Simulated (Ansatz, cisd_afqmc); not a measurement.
Species: HSiO, charge 1, singlet. HSiO+ (parent SMILES O=[SiH], singlet).
B3LYP-D3(BJ)/def2-TZVP minimum from Ansatz (a program for electronic structure):
```xyz
3

O      0.0000     0.0000    -1.0356
Si     0.0000     0.0000     0.4536
H      0.0000     0.0000     1.9347
```
Charge +1, spin multiplicity 1.

Total energies in cc-pV(D+d)Z, 10 correlated electrons, 6 frozen orbitals. UHF or UKS for unpaired electrons; spin-orbit terms are left out. Cores are frozen in correlated methods. No relativity. The Monte Carlo rows (phaseless AFQMC, CISD trial, step 0.005/hartree) carry one-sigma bars that omit the constraint's bias. Outlying blocks are dropped, and bars are widened where a walk drifts. Over all cases where full CI ran beside it in this data, AFQMC minus full CI had a median of +0.1 mEh and passed +0.4 mEh in a tenth of the cases. The T1 diagnostic of HOSi+ (parent SMILES O=[SiH], singlet) reaches 0.035 in the sets run. The spin of HOSi+ (parent SMILES O=[SiH], singlet) was assumed, and the state is the lowest solution found for it.

```csv
method,program,energy (Eh),minus CCSDTQ (mEh)
HF,Ansatz,-364.00808,300.04
MP2,Ansatz,-364.28995,18.18
CCSD,Ansatz,-364.29286,15.26
CCSD(T),Ansatz,-364.30568,2.44
CCSDT(Q),Ansatz,-364.30868,-0.55
CCSDTQ,Ansatz,-364.30812,0.00
AFQMC/CISD,cisd_afqmc,-364.3074 ± 0.0004,0.7 ± 0.4
```

Rough core times of Ansatz's runs on a shared machine: CCSD(T) under 20 s, CCSDT(Q) 20 s, CCSDTQ 7 min.
